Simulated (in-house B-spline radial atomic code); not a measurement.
## Two electrons outside the 1s2 core: Cr20+

Computed with a B-spline radial code for spherical atoms: configuration interaction (CI) of the two valence electrons in the field of the frozen Dirac-Fock core, alone and with many-body perturbation theory for the core (screened one- and two-electron correlation potentials), Breit and QED terms; no-pair Dirac Hamiltonian, finite nucleus. Labels give the configuration (outer n counted up each series) and the leading LS term, or the jj pair where no LS term holds 70 %.

Excitation energies (eV):

```json
{"level": "2s2 1S0", "purity of the LS term": "1.0", "CI alone": "0", "CI + MBPT + Breit + QED": "0"}
{"level": "2s2p 3P°0", "purity of the LS term": "1.0", "CI alone": "39.483", "CI + MBPT + Breit + QED": "39.428"}
{"level": "2s2p 3P°1", "purity of the LS term": "0.984", "CI alone": "42.526", "CI + MBPT + Breit + QED": "42.275"}
{"level": "2s2p 3P°2", "purity of the LS term": "1.0", "CI alone": "50.739", "CI + MBPT + Breit + QED": "50.176"}
{"level": "2s2p 1P°1", "purity of the LS term": "0.983", "CI alone": "83.376", "CI + MBPT + Breit + QED": "82.747"}
{"level": "2p2 3P0", "purity of the LS term": "0.956", "CI alone": "107.7", "CI + MBPT + Breit + QED": "107.22"}
{"level": "2p2 3P1", "purity of the LS term": "1.0", "CI alone": "113.67", "CI + MBPT + Breit + QED": "112.94"}
{"level": "2p2 3P2", "purity of the LS term": "0.807", "CI alone": "118.44", "CI + MBPT + Breit + QED": "117.39"}
{"level": "2p2 1D2", "purity of the LS term": "0.806", "CI alone": "131.5", "CI + MBPT + Breit + QED": "130.38"}
{"level": "2p2 1S0", "purity of the LS term": "0.955", "CI alone": "156.33", "CI + MBPT + Breit + QED": "155.63"}
{"level": "2s3s 3S1", "purity of the LS term": "1.0", "CI alone": "927.15", "CI + MBPT + Breit + QED": "926.6"}
{"level": "2s3s 1S0", "purity of the LS term": "1.0", "CI alone": "934.75", "CI + MBPT + Breit + QED": "934.25"}
{"level": "2s3p (1/2,1/2)°1", "purity of the LS term": "0.578 (3P)", "CI alone": "945.81", "CI + MBPT + Breit + QED": "945.22"}
{"level": "2s3p 3P°0", "purity of the LS term": "1.0", "CI alone": "945.9", "CI + MBPT + Breit + QED": "945.38"}
{"level": "2s3p (1/2,3/2)°1", "purity of the LS term": "0.576 (1P)", "CI alone": "948.63", "CI + MBPT + Breit + QED": "947.93"}
{"level": "2s3p 3P°2", "purity of the LS term": "1.0", "CI alone": "949.11", "CI + MBPT + Breit + QED": "948.43"}
{"level": "2s3d 3D1", "purity of the LS term": "1.0", "CI alone": "959.05", "CI + MBPT + Breit + QED": "958.33"}
{"level": "2s3d 3D2", "purity of the LS term": "0.997", "CI alone": "959.48", "CI + MBPT + Breit + QED": "958.72"}
{"level": "2s3d 3D3", "purity of the LS term": "1.0", "CI alone": "960.16", "CI + MBPT + Breit + QED": "959.37"}
{"level": "2s3d 1D2", "purity of the LS term": "0.996", "CI alone": "967.04", "CI + MBPT + Breit + QED": "966.29"}
{"level": "2p3s 3P°0", "purity of the LS term": "1.0", "CI alone": "976.82", "CI + MBPT + Breit + QED": "976.15"}
{"level": "2p3s 3P°1", "purity of the LS term": "0.861", "CI alone": "978.62", "CI + MBPT + Breit + QED": "977.89"}
{"level": "2p3s 3P°2", "purity of the LS term": "0.999", "CI alone": "988.25", "CI + MBPT + Breit + QED": "987.13"}
{"level": "2p3p (1/2,1/2)1", "purity of the LS term": "0.669 (3D)", "CI alone": "?", "CI + MBPT + Breit + QED": "?"}
{"level": "2p3s 1P°1", "purity of the LS term": "0.862", "CI alone": "993.56", "CI + MBPT + Breit + QED": "992.47"}
{"level": "2p3p 3D2", "purity of the LS term": "0.883", "CI alone": "995.64", "CI + MBPT + Breit + QED": "994.71"}
{"level": "2p3p (1/2,3/2)1", "purity of the LS term": "0.328 (1P)", "CI alone": "995.88", "CI + MBPT + Breit + QED": "994.98"}
{"level": "2p3p 3P0", "purity of the LS term": "0.911", "CI alone": "?", "CI + MBPT + Breit + QED": "?"}
{"level": "2p3d 3F°2", "purity of the LS term": "0.779", "CI alone": "1002.5", "CI + MBPT + Breit + QED": "1001.6"}
{"level": "2p3p (3/2,3/2)1", "purity of the LS term": "0.377 (3P)", "CI alone": "1004.3", "CI + MBPT + Breit + QED": "1003.2"}
```

Question: Where does 2p3p 3P0 lie?

Answer: 999.02 eV in CI alone and 998.25 eV with all corrections.

Question: Where does 2p3p (1/2,1/2)1 lie?

Answer: 989.31 eV in CI alone and 988.56 eV with all corrections.

Question: What is the first ionisation energy?

Answer: 1634.8 eV to the 2s1/2 state of the next ion (1635.5 eV from CI alone). NIST lists 1634.1 ± 0.5 eV (semi-empirical).

Some electric-dipole lines (reduced elements in atomic units, length form; vacuum wavelengths from the computed energies):

```json
{"upper": "2s2p 3P°1", "lower": "2s2 1S0", "D bare (size)": "0.0323", "D with core polarisation (size)": "0.0322", "λ (nm)": "29.328", "A (s⁻¹)": "2.8e+07"}
{"upper": "2s2p 1P°1", "lower": "2s2 1S0", "D bare (size)": "0.283", "D with core polarisation (size)": "0.283", "λ (nm)": "14.983", "A (s⁻¹)": "1.6e+10"}
{"upper": "2p2 3P0", "lower": "2s2p 3P°1", "D bare (size)": "0.192", "D with core polarisation (size)": "0.191", "λ (nm)": "19.09", "A (s⁻¹)": "1.1e+10"}
{"upper": "2p2 3P1", "lower": "2s2p 3P°0", "D bare (size)": "0.191", "D with core polarisation (size)": "0.191", "λ (nm)": "16.866", "A (s⁻¹)": "5.1e+09"}
{"upper": "2p2 3P1", "lower": "2s2p 3P°1", "D bare (size)": "0.164", "D with core polarisation (size)": "0.164", "λ (nm)": "17.546", "A (s⁻¹)": "3.3e+09"}
{"upper": "2p2 3P2", "lower": "2s2p 3P°1", "D bare (size)": "0.215", "D with core polarisation (size)": "0.214", "λ (nm)": "16.506", "A (s⁻¹)": "4.1e+09"}
{"upper": "2p2 1D2", "lower": "2s2p 3P°1", "D bare (size)": "0.044", "D with core polarisation (size)": "0.0439", "λ (nm)": "14.073", "A (s⁻¹)": "2.8e+08"}
{"upper": "2p2 1S0", "lower": "2s2p 3P°1", "D bare (size)": "0.00892", "D with core polarisation (size)": "0.0089", "λ (nm)": "10.938", "A (s⁻¹)": "1.2e+08"}
{"upper": "2s3s 3S1", "lower": "2s2p 3P°0", "D bare (size)": "0.0348", "D with core polarisation (size)": "0.0349", "λ (nm)": "1.3975", "A (s⁻¹)": "3e+11"}
{"upper": "2s3s 3S1", "lower": "2s2p 3P°1", "D bare (size)": "0.0605", "D with core polarisation (size)": "0.0607", "λ (nm)": "1.402", "A (s⁻¹)": "9e+11"}
```

Weak lines are less accurate than strong ones.
